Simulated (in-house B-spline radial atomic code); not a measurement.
A run on an ion of nuclear charge 58 with 58.8 electrons that did not converge. Method: scalar-relativistic (X2C) LDA exchange-only, spin-polarised, spherical fractional occupations, Fermi nucleus of rms radius 4.8771 fm; computed with a B-spline radial code for spherical atoms.

Command:
```bash
python run_scf.py task.json out
```
Settings (nuclear radius in fm, mass in u):
```
Z                58
configuration    [Xe] 4f1.8 5d1 6s2
hamiltonian      x2c
method           lda,
spin_polarised   True
nucleus          fermi
rms_radius       4.8771
atomic_mass      139.90545
speed_of_light   137.035999084
```

First and last ten iterations of the last attempt (damped for 15 steps, keeping 80 % of the old Fock matrix, then DIIS):
```
 iter        energy (Eh)    residual
    1       -8839.448072    4.56e-01
    2       -8838.455407    4.81e-01
    3       -8842.902808    2.99e-01
    4       -8845.061571    1.78e-01
    5       -8846.050597    1.00e-01
    6       -8846.478556    5.38e-02
    7       -8846.653865    2.72e-02
    8       -8846.722309    1.45e-02
    9       -8845.389493    8.48e-02
   10       -8846.545860    4.63e-02
  111       -8845.307222    8.49e-02
  112       -8845.302870    8.50e-02
  113       -8845.280196    8.60e-02
  114       -8844.773177    8.99e-02
  115       -8845.285275    8.73e-02
  116       -8845.227675    8.84e-02
  117       -8846.719133    1.71e-02
  118       -8846.718602    1.81e-02
  119       -8846.720199    1.77e-02
  120       -8845.944886    7.47e-02
 not converged after 120 iterations
```

The smallest residual met was 1.2e-02; the threshold is about 6e-07. No energy from this run should be used. The likely cause: this method binds the added charge weakly or not at all at the basis-set limit, so charge moves back and forth between the atom and the box. Time taken, with all properties: 2.8 s on 1 thread of x86-64 server CPU, with other jobs on the host.
